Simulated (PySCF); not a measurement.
Job file and geometry (Å, from GFN2-xTB) of an NMR shielding run on SMILES C=CC1=C(C)C[P@H](=O)C1, C₇H₁₁OP, PySCF, GIAO PBE0/pcSseg-1 NMR shielding, non-relativistic, gas phase; density fitting, a coarse starting grid and PySCF grid level 2 are the driver's defaults:

```
{"job": {"kind": "nmr", "xc": "PBE0", "basis": "pcSseg-1"}, "charge": 0, "multiplicity": 1}
C     -2.720010    -1.176262     0.032024
C     -1.907199    -0.126093    -0.037132
C     -0.459343    -0.188927    -0.012063
C      0.366691     0.845711    -0.249198
C     -0.002465     2.257365    -0.565681
C      1.838932     0.539498    -0.214862
P      1.921517    -1.027222     0.728134
O      3.018292    -1.960958     0.468699
C      0.214812    -1.507838     0.278966
H     -2.360811    -2.187911     0.110502
H     -3.789204    -1.057211     0.000525
H     -2.340735     0.860098    -0.127809
H      0.504888     2.574922    -1.476682
H     -1.070705     2.389189    -0.701209
H      0.328888     2.914428     0.239726
H      2.428934     1.348617     0.219160
H      2.229941     0.343142    -1.220698
H      1.817076    -0.617726     2.059017
H     -0.283714    -2.063799     1.074241
H      0.259065    -2.148344    -0.608693
```

Task: What does the program print?

Result: 
```
coarse grid: 17136 points
cycle   1  E = -689.0838696659  dE =  1.555e+00  |g| = 9.479e-01  |ddm| = 4.347e+00
cycle   2  E = -688.4766348476  dE =  6.072e-01  |g| = 1.947e+00  |ddm| = 3.917e+00
cycle   3  E = -689.2532076759  dE = -7.766e-01  |g| = 2.423e-01  |ddm| = 3.205e+00
cycle   4  E = -689.2664055893  dE = -1.320e-02  |g| = 8.261e-02  |ddm| = 4.132e-01
cycle   5  E = -689.2680358108  dE = -1.630e-03  |g| = 2.311e-02  |ddm| = 1.172e-01
cycle   6  E = -689.2681581590  dE = -1.223e-04  |g| = 8.198e-03  |ddm| = 2.917e-02
cycle   7  E = -689.2681747746  dE = -1.662e-05  |g| = 2.395e-03  |ddm| = 9.776e-03
cycle   8  E = -689.2681761422  dE = -1.368e-06  |g| = 5.653e-04  |ddm| = 2.806e-03
final grid: 160688 points
cycle   9  E = -689.3345070495  dE = -3.910e-05  |g| = 1.140e-02  |ddm| = 4.514e-02
cycle  10  E = -689.3344639757  dE =  4.307e-05  |g| = 1.842e-02  |ddm| = 3.454e-02
cycle  11  E = -689.3345352790  dE = -7.130e-05  |g| = 3.061e-03  |ddm| = 2.426e-02
cycle  12  E = -689.3345372096  dE = -1.931e-06  |g| = 1.697e-04  |ddm| = 3.009e-03
cycle  13  E = -689.3345372137  dE = -4.036e-09  |g| = 1.221e-04  |ddm| = 4.318e-04
cycle  14  E = -689.3345372171  dE = -3.447e-09  |g| = 4.103e-05  |ddm| = 1.595e-04
cycle  15  E = -689.3345372176  dE = -4.334e-10  |g| = 8.890e-06  |ddm| = 5.278e-05
converged SCF energy = -689.3345372176

GIAO shielding tensors (ppm)
atom      isotropic    diamagn.    paramagn.     s11        s22        s33       span
  0 C       64.675     255.227    -190.552    -40.121     66.522    167.623    207.744
  1 C       48.463     253.133    -204.670    -69.391     49.951    164.828    234.220
  2 C       51.693     263.293    -211.600    -47.413     63.774    138.718    186.130
  3 C       46.607     265.349    -218.742    -51.107     48.214    142.714    193.821
  4 C      167.785     246.834     -79.049    149.316    168.383    185.658     36.342
  5 C      144.692     257.807    -113.115    121.535    141.018    171.522     49.987
  6 P      308.858     962.490    -653.632    157.294    258.418    510.860    353.565
  7 O      236.436     386.573    -150.137    128.921    286.124    294.264    165.343
  8 C      152.733     256.303    -103.570    134.838    152.428    170.933     36.095
  9 H       26.321      32.997      -6.675     23.164     24.659     31.142      7.978
 10 H       26.217      28.585      -2.368     24.252     24.910     29.489      5.237
 11 H       24.650      33.533      -8.883     21.624     22.557     29.769      8.144
 12 H       30.001      29.289       0.712     25.585     28.306     36.113     10.528
 13 H       29.253      31.552      -2.299     23.723     29.307     34.730     11.006
 14 H       30.102      29.418       0.684     26.001     27.927     36.379     10.378
 15 H       29.387      31.506      -2.119     25.739     28.688     33.736      7.997
 16 H       28.989      31.778      -2.789     26.507     26.863     33.597      7.090
 17 H       24.337      29.064      -4.727     21.125     23.099     28.786      7.661
 18 H       29.240      32.664      -3.424     25.260     28.636     33.824      8.564
 19 H       29.151      32.324      -3.173     26.150     27.115     34.188      8.038
```

Task: Turn these shieldings into chemical shifts. Shifts are taken against calculated references (same method and geometry level): ¹³C (σ = 186.93 ppm) and ¹H (σ = 31.72 ppm) against TMS; ³¹P (σ = 318.38 ppm) against H3PO4; ¹⁷O (σ = 336.08 ppm) against H2O.

Result: Averaging equivalent atoms: C 3: 140.3; C 1: 138.5; C 2: 135.2; C 0: 122.3; C 5: 42.2; C 8: 34.2; C 4: 19.1; P 6: 9.5; O 7: 99.6; H 17: 7.38; H 11: 7.07; H 10: 5.50; H 9: 5.40; H 16: 2.73; H 19: 2.57; H 18: 2.48; H 15: 2.33; H 12/13/14: 1.93 ppm. Experimental scales use liquid or dissolved standards, which lie at an offset from isolated H2O (liquid H2O: subtract about 36 ppm) and H3PO4.

Size and cost of the density-fitted run: 215 basis functions, of the order of 110 core-seconds.
